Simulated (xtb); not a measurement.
xtb input:

```bash
xtb mol.xyz --gfn 2 --ohess tight --chrg 0 --uhf 0
```
mol.xyz:
```
14

C      2.57160018     0.94423932     0.82682354
C      1.62580445    -0.01568185     0.95150831
N      0.42571204    -0.09671366     0.28677817
Si    -0.95359150    -1.21630278     0.28768622
N     -1.73680780    -0.18714330    -0.85427906
Si    -0.38170127     0.93361863    -0.89019143
H      2.36305272     1.79774111     0.14675382
H      3.50188185     0.85951211     1.30691790
H      1.84587054    -0.89645995     1.60256272
H     -0.56001024    -2.62951070    -0.12843216
H     -1.54846936    -1.36093620     1.66774785
H     -2.55497845    -0.21157685    -1.26990557
H      0.28116585     1.06616108    -2.16463047
H     -0.70016123     2.28722053    -0.32610898
```

### Question
Predict the final energy.

### Answer
-17.71296 Eh (GFN2-xTB).
